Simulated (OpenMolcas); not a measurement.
# Lines of W2+: computed and rescaled rates

```yaml
Program: OpenMolcas
Method: "MS-CASPT2, IPEA 0.25 Eh, imaginary shift 0.1 Eh (closed shells correlated: 5s 5p)"
Basis: ANO-R3 [9s7p6d4f3g2h]
Scalar_Hamiltonian: X2C, finite nucleus
Active_space: 4 electrons in 5 orbitals (5d)
State_averaging: 2S+1 = 5 even, 5 roots; 2S+1 = 3 even, 45 roots; 2S+1 = 1 even, 50 roots
Spin-orbit_coupling: RASSI with atomic mean-field integrals over the reference wave functions, term energies averaged over their components
```

Rates come from the transition moments of the reference wave functions (E1 and E2 in the length form). At fixed line strength A goes as λ^-3 for E1 and M1 and as λ^-5 for E2, so a rate at the computed wavelength can be rescaled to the measured one. Measured vacuum wavelengths follow from level energies in NIST levels as listed in McCann et al., Mon. Not. R. Astron. Soc. 538, 537 (2025). Branching counts decays inside the model space alone, at computed energies, and the table is only a selection of the M1 lines, drawn from those between levels with measured partners whose computed energy lies within a factor of 1.5 of the measured one.

```csv
Upper,Lower,Type,λ computed (nm),λ measured (nm),A computed (s-1),A rescaled (s-1),Branching %
5d⁴ ⁵D₄,5d⁴ ⁵D₃,M1,6820,7098,7.62e-02,6.76e-02,100.0
5d⁴ ⁵D₃,5d⁴ ⁵D₂,M1,5265,5505,2.91e-01,2.55e-01,100.0
5d⁴ ⁵D₂,5d⁴ ⁵D₁,M1,4337,4535,6.05e-01,5.29e-01,100.0
5d⁴ ⁵D₁,5d⁴ ⁵D₀ [68 %],M1,4206,4432,5.68e-01,4.85e-01,100.0
5d⁴ ³H₄ [59 %],5d⁴ ⁵D₄,M1,1563,1663,1.76e+00,,77.7
5d⁴ ³H₄ [59 %],5d⁴ ⁵D₃,M1,1272,1347,5.05e-01,,22.3
5d⁴ ³P₀(1) [59 %],5d⁴ ⁵D₁,M1,1064,1308,1.64e+01,,100.0
5d⁴ ³P₁(1),5d⁴ ⁵D₂,M1,914,1188,9.91e+00,,89.6
```

Spin-changing lines and M1 lines between different terms are not rescaled, since their strength hangs on the term gaps too.

The largest correction is for 5d⁴ ⁵D₁ → 5d⁴ ⁵D₀ [68 %] (M1): 5.68e-01 × (4206 / 4432)^3 = 4.85e-01 s-1, a factor of 0.85.

The computed rate and branching of 5d⁴ ⁵D₁ → 5d⁴ ⁵D₀ [68 %] give the upper level a radiative lifetime of 1.000 / 5.68e-01 s-1 = 1.76e+00 s, counting decays inside the model space alone. The rescaled rate gives about 2.1e+00 s.

The computed order of these levels differs from the measured one in 1 place, and where term gaps are wrong the rates of spin-changing lines can be off by large factors.

These are rates of the free ion; in crystals, glasses and complexes forced electric-dipole and non-radiative decay shorten such lifetimes by orders of magnitude. No measured rate stands beside these. Rescaling mends the energy factor alone: line strengths can still be far off where a level mixes with configurations outside the active space, and weak or spin-changing lines hang on small mixing coefficients that depend on the term gaps too, so rescaling need not improve them.

CASPT2 does not keep the components of a term degenerate, so their means are used; among the terms shown or strongly mixed into the levels shown the widest spread is 480 cm-1 (5d⁴ ¹G(1)). Over all roots computed the reference weight is 0.89 to 0.95; the roots of lowest weight are the least certain, and an intruder state may touch them. Configurations with an s electron lie low in 5d ions of this charge, fall among these levels and mix in, so low-spin terms can stand far too high, up to twice their true height, and weights are not those of the real levels. Some terms miss by over 15 % even with CASPT2, which points to a basis or an active space too small for the shells correlated. Computed and measured levels are paired by configuration, term and J; levels that our copy of the source lacks, or whose pairing is in doubt (as where it misses far off the trend of its configuration), stay unpaired. Only configurations of the active space appear.

A share in square brackets marks a mixed level and gives the weight of the term that names it. A number in round brackets counts repeated terms of one configuration in the order of the reference energies.
